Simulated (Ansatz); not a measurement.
Consider the formal exchange of groups at a C–C bond: `C#CC[SiH2]C` + `[CH3][SnH2][Cl]` → `C#[C][SnH]([CH3])[Cl]` + `C[SiH2]C`.

Isolated molecules relaxed with PBE0-D4/def2-TZVP in Ansatz; ΔE leaves out vibrations. CCSD(T)/CBS adds triple-zeta CCSD(T) − MP2 to the extrapolated MP2 energy (def2 sets, frozen cores). DFT in def2-TZVPP. Elements past krypton have def2 core potentials. For Sn outer-core shells are correlated without core-valence functions, which leaves a few kJ/mol of doubt a bond. One conformer a species, not always the lowest.

`C#CC[SiH2]C`:

Cartesian coordinates in Å:
```
C -2.363 -0.647 1.006
C -1.724 -0.257 0.066
C -0.894 0.190 -1.029
Si 0.925 -0.251 -0.720
C 1.517 0.488 0.886
H -2.948 -0.988 1.827
H -0.978 1.274 -1.158
H -1.215 -0.270 -1.969
H 1.048 -1.733 -0.699
H 1.717 0.272 -1.869
H 1.464 1.579 0.858
H 0.897 0.136 1.714
H 2.553 0.205 1.087
```

`[CH3][SnH2][Cl]`:

Z-matrix (Å, degrees):
```
C
Sn 1 2.127
H 1 1.091 2 110.1
H 1 1.089 2 109.2 3 -120.2
H 1 1.089 2 109.3 3 120.2
Cl 2 2.342 1 105.7 3 179.3
H 2 1.705 1 113.6 3 64.1
H 2 1.705 1 113.7 3 -65.4
```

`C#[C][SnH]([CH3])[Cl]`:

```xyz
10

C     1.494    2.119    1.193
C     1.100    1.050    0.796
Sn    0.405   -0.770    0.074
C    -1.352   -0.492   -1.081
Cl   -0.211   -2.015    1.950
H     1.843    3.060    1.551
H     1.678   -1.622   -0.664
H    -1.735   -1.460   -1.401
H    -2.097    0.010   -0.466
H    -1.125    0.120   -1.953
```

`C[SiH2]C`:

Cartesian coordinates in Å:
```
C -1.075 0.992 -0.600
Si 0.280 0.392 0.543
C 0.823 -1.346 0.109
H -1.387 2.006 -0.341
H -1.953 0.344 -0.538
H -0.734 0.999 -1.638
H -0.208 0.423 1.952
H 1.448 1.315 0.457
H -0.013 -2.046 0.187
H 1.613 -1.689 0.781
H 1.206 -1.390 -0.913
```

Is it downhill or uphill in electronic energy at CCSD(T)/CBS, and by how much? (An estimate is asked.)

The calculation gave: Downhill: ΔE = -44.8 kJ/mol.

What do these levels give: PBE-D4, r2SCAN-D4, PBE0-D4, ωB97X-V, ωB97M-V, r2SCAN, HF/def2-TZVPP, MP2/def2-TZVPP, SCS-MP2/def2-TZVPP, HF/def2-QZVPP, SCS-MP2/def2-QZVPP, MP2/CBS(def2)? (An estimate is asked.)

The calculation gave: PBE-D4 -26.8, r2SCAN-D4 -32.4, PBE0-D4 -27.9, ωB97X-V -34.6, ωB97M-V -35.8, r2SCAN -32.7, HF/def2-TZVPP -40.3, MP2/def2-TZVPP -46.9, SCS-MP2/def2-TZVPP -47.7, HF/def2-QZVPP -40.3, SCS-MP2/def2-QZVPP -47.3, MP2/CBS(def2) -46.1 kJ/mol.

Largest T1 diagnostic among the species: 0.012.

In def2-TZVPP, CCSD(T) changes the Hartree–Fock value by −5.3 kJ/mol (the triples alone add −1.4 kJ/mol) and MP2 by −6.6 kJ/mol.
